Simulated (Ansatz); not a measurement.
`[Br][GaH][Br]` and `[Br][InH][Br]` differ in one element.

Ansatz, PBE0-D4/def2-TZVP geometries, multiplicity 1. 

Elements past krypton have def2 core potentials. Scalar relativity is left out up to krypton.

```
                                                                                  property  `[Br][GaH][Br]`
                                                         HOMO energy (PBE/def2-TZVPP) / eV            -7.24
ideal-gas entropy at 298 K and 1 bar (rigid rotor, harmonic PBE0-D4/def2-TZVP) / J/(mol·K)              323
                                                       LUMO energy (B3LYP/def2-TZVPP) / eV            -2.12
                                                       HOMO energy (B3LYP/def2-TZVPP) / eV            -8.23
                                          size of the dipole moment (B3LYP/def2-TZVPP) / D             1.41
                                            zero-point energy (PBE0-D4/def2-TZVP) / kJ/mol             22.6
```

(1) Give the same properties after the change, and the shifts. (Estimate.)

Results:

(1) Computed: 
```tsv
property	`[Br][InH][Br]`	shift
HOMO energy (PBE/def2-TZVPP) / eV	-7.11	0.13
ideal-gas entropy at 298 K and 1 bar (rigid rotor, harmonic PBE0-D4/def2-TZVP) / J/(mol·K)	336	13
LUMO energy (B3LYP/def2-TZVPP) / eV	-2.30	-0.18
HOMO energy (B3LYP/def2-TZVPP) / eV	-8.09	0.14
size of the dipole moment (B3LYP/def2-TZVPP) / D	2.13	0.72
zero-point energy (PBE0-D4/def2-TZVP) / kJ/mol	19.8	-2.8
```

With PBE0 the HOMO rises by 0.14 eV and the LUMO falls by 0.15 eV, so the gap narrows by about 0.29 eV. PBE moves the HOMO by 0.13 eV and ωB97M-V by 0.15 eV. Dipoles are sizes alone; their direction can turn.

B3LYP here is the variant with VWN-RPA as its local correlation; programs differ in this.

Spin–orbit coupling is left out; it splits and shifts lone-pair levels of the heavy atoms by tenths of an eV.
